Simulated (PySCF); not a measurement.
C₅H₉BO₃.
Z-matrix (Å and degrees, PBE0-D3(BJ)/def2-SVP geometry), rows numbered from 1:
```
C 
C   1  1.5073
O   2  1.4081  1  108.28
C   3  1.3538  2  117.90  1   178.48
C   4  1.4037  3  117.05  2   164.10
O   5  1.2657  4  123.45  3   175.04
B   6  1.5376  5  116.82  4   -13.97
O   7  1.5202  6  105.20  5    43.09
C   8  1.2777  7  117.42  6   -44.50
H   1  1.0996  2  110.60  3    60.34
H   1  1.0994  2  110.32  3  -179.58
H   1  1.0995  2  110.49  3   -59.56
H   2  1.1082  1  110.71  3  -120.74
H   2  1.1079  1  110.70  3   120.52
H   5  1.1005  4  118.86  3   -10.00
H   7  1.2259  6  106.88  5   -71.59
H   7  1.2093  6  109.01  5   160.54
H   9  1.0983  4  121.47  3     8.02
```

Computed with PySCF at PBE0/pcSseg-1 and CAM-B3LYP/def2-SVPD, non-relativistic, on one gas-phase PBE0-D3(BJ)/def2-SVP geometry that isn't relaxed in the solvent. The solvent is an IEF-PCM continuum (van der Waals radii × 1.2). Specific hydrogen bonds and non-electrostatic terms are outside this model.

Gas phase at PBE0/pcSseg-1: HOMO -6.63 eV, LUMO -2.40 eV, dipole 5.46 D.

Task: What does the continuum do to the energy, the frontier levels and the dipole at PBE0/pcSseg-1 in chloroform and acetonitrile?

Result: 
| solvent | ε | E(solvent) − E(gas) (kcal/mol) | polarisation term (kcal/mol) | distortion of the solute (kcal/mol) | HOMO (eV) | LUMO (eV) | dipole (D) |
| --- | --- | --- | --- | --- | --- | --- | --- |
| chloroform | 4.711 | -5.68 | -6.46 | 0.78 | -6.61 | -2.32 | 6.41 |
| acetonitrile | 35.69 | -7.83 | -9.35 | 1.52 | -6.60 | -2.29 | 6.75 |

Polarisation term: ½ Σ q·V over the induced surface charges. Distortion: the rise of the solute's own energy as its density leaves the gas-phase optimum. From chloroform to acetonitrile the lowering changes by a factor 1.38, Onsager's factor (ε − 1)/(2ε + 1) by 1.35 and ε itself by 7.6.

Task: Which radius a makes the point-dipole formula ΔE = −[(ε − 1)/(2ε + 1)]·μ²/a³ give the value in acetonitrile, with the gas-phase dipole?

Result: μ = 2.150 au and |ΔE| = 0.01248 Eh give a = 2.97 Å; the farthest nucleus lies 4.31 Å from the centroid of the nuclei, so such a sphere wouldn't even hold the nuclei. The formula assumes a rigid point dipole at the centre of a sphere.

Task: Which IAO charges (PBE0/pcSseg-1) respond most in acetonitrile (means over atoms taken as equivalent)?

Result: 
| atoms | environment | gas (e) | solvent (e) | change |
| --- | --- | --- | --- | --- |
| H15/H18 | hydrogen on carbon | +0.168 | +0.191 | +0.023 |
| O6/O8 | oxygen bonded to B and C | -0.298 | -0.319 | -0.021 |
| H16/H17 | B–H hydrogen | -0.029 | -0.043 | -0.014 |
| H13/H14 | methylene hydrogen | +0.121 | +0.133 | +0.012 |
| O3 | ether oxygen | -0.341 | -0.349 | -0.008 |
| C4 | vinylic carbon bearing oxygen | +0.038 | +0.044 | +0.006 |

Gas phase at CAM-B3LYP/def2-SVPD: HOMO -7.95 eV, LUMO -1.36 eV, dipole 5.43 D.

Task: What does the continuum do to the energy, the frontier levels and the dipole at CAM-B3LYP/def2-SVPD in acetonitrile?

Result: 
```csv
solvent,ε,E(solvent) − E(gas) (kcal/mol),polarisation term (kcal/mol),distortion of the solute (kcal/mol),HOMO (eV),LUMO (eV),dipole (D)
acetonitrile,35.69,-7.94,-9.62,1.68,-7.88,-1.22,6.77
```

Task: How does the static polarisability (CAM-B3LYP/def2-SVPD, frozen core, with the continuum's full static response) change?

Result: 
```
      medium  isotropic (au)  principal values (au)  ⟨r²⟩ of the electrons (bohr²)
         gas            87.6      64.4, 88.5, 110.0                         1460.1
acetonitrile           116.3     88.2, 126.9, 133.8                         1461.7
```

The isotropic value in acetonitrile is 1.33 times the gas-phase one; no cavity-field correction is applied. ⟨r²⟩ is taken about the centre of nuclear charge.
